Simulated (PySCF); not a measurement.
F4Ge, SMILES [F][Ge]([F])([F])[F] (connectivity only; charge and spin as stated), charge +1, multiplicity 2. Atoms are numbered in the order given.

```xyz
5

F      1.0278    -1.0278     0.9321
Ge     0.0000     0.0000     0.0000
F      1.0278     1.0278    -0.9321
F     -1.0278    -1.0278    -0.9321
F     -1.0278     1.0278     0.9321
```
Charge +1, spin multiplicity 2.

Geometry: TPSSh-D3(BJ)/def2-SVP. The geometry has at least one imaginary mode, so it is a saddle point at that level. The multiplicity is an assumed one; other spin states were not compared. The isomer is the one that the SMILES or the coordinates give; other isomers of the formula were not compared.

The numbers are results of PySCF with r2SCAN/def2-TZVP, not measurements.

ESP charges are fitted to the potential on shells at 1.4 to 2.0 van der Waals radii. Atomic charges (e):

```tsv
atom	Mulliken	ESP fit	Löwdin	meta-Löwdin	Mulliken spin
F1	-0.08	-0.03	0.12	-0.23	0.27
Ge2	1.31	1.10	0.51	1.91	-0.06
F3	-0.08	-0.03	0.12	-0.23	0.27
F4	-0.08	-0.03	0.12	-0.23	0.27
F5	-0.08	-0.03	0.12	-0.23	0.27
```
